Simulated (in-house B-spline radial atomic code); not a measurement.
How G0W0 and RPA depend on the start: Cl VII (Cl6+)

Configuration [Ne] 3s1, highest spin. Computed with an all-electron radial atomic-structure program (B-spline basis): all electrons, non-relativistic, point nucleus, each spin shell either full or empty, empty states to l = 9 with an (l + 1/2)⁻⁴ tail; G0W0 by contour deformation at full frequency.

```tsv
start	mean-field 3s up (eV)	G0W0 (eV)	QP weight	RPA correlation (Eh)
Hartree-Fock	-113.40	-114.75	0.985	-0.61193
LDA VWN5	-107.05	-115.23	0.970	-0.67286
PBE	-106.97	?	?	?
PBE0	-108.71	-115.04	0.975	-0.65438
r2SCAN	-107.30	-115.10	0.972	-0.66112
HSE06	-108.36	-115.07	0.974	-0.65602
B3LYP (VWN-RPA)	-108.64	-115.08	0.974	-0.65825
SCAN	-107.36	-115.10	0.972	-0.66082
TPSS	-106.95	?	?	?
BHandHLYP	-110.56	-114.94	0.979	-0.63939
CAM-B3LYP	-110.53	-115.00	0.978	-0.65149
LC-wPBE	-112.07	-114.96	0.981	-0.65239
wB97X	-111.15	-114.91	0.981	-0.648
PBEsol	-106.86	-115.19	0.970	-0.67192
BLYP	-107.12	-115.18	0.970	-0.67235
r2SCAN0	-108.97	-115.00	0.976	-0.64737
LDA exchange-only	-106.03	-115.22	0.971	-0.67263
```

(1) What G0W0 level, weight and RPA correlation energy follow from the PBE start?

(2) What G0W0 level, weight and RPA correlation energy follow from the TPSS start?

(3) How much of the dependence on the start does G0W0 remove?

Results:

(1) G0W0 level -115.17 eV, weight 0.970, RPA correlation -0.67177 hartree.

(2) G0W0 level -115.14 eV, weight 0.971, RPA correlation -0.66791 hartree.

(3) The mean-field levels span 7.37 eV and the G0W0 levels 0.473 eV. Against 114.201 eV (NIST, measured) the G0W0 removal energies are off by +0.55 to +1.02 eV, with relativity, Breit and QED terms left out.
